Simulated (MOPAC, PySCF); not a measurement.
H$_{7}$BSi$_{2}$, SMILES `[SiH3]B[SiH3]`, neutral singlet in the gas phase. 

Z-matrix (Å, degrees):
```
B
H 1 1.1933
Si 1 2.0066 2 117.70
H 3 1.4835 1 113.81 2 159.62
H 3 1.4845 4 108.56 1 127.43
H 3 1.4911 4 107.73 5 116.51
Si 1 2.0078 2 116.96 3 -174.26
H 7 1.4832 1 114.22 2 -165.65
H 7 1.4853 8 108.47 1 -126.11
H 7 1.4903 8 107.89 9 -116.50
```
Charge 0, spin multiplicity 1.

All levels are single points at this geometry (B3LYP-D3(BJ)/def2-TZVP); Pople sets use spherical d functions. Orbital energies aren't observables, and empty levels follow the basis.

| level | HOMO (eV) | LUMO (eV) | gap (eV) | dipole (D) | vertical IE, Delta-SCF (eV) |
|---|---|---|---|---|---|
| PBE-D3(BJ)/def2-TZVP in PySCF | -6.85 | -3.83 | 3.02 | 0.33 | 9.72 |
| TPSSh-D3(BJ)/def2-TZVP in PySCF | -7.42 | -3.26 | 4.16 | 0.39 | 9.83 |
| B3LYP/6-311+G** in PySCF | -7.83 | -3.01 | 4.83 | 0.41 | – |
| SVWN5/6-31G* in PySCF | -6.79 | -3.79 | 3.00 | 0.37 | 9.77 |
| PM6 in MOPAC | -9.00 | -1.68 | 7.33 | 0.26 | – |
| PM7 in MOPAC | -10.35 | -1.16 | 9.20 | 0.38 | – |
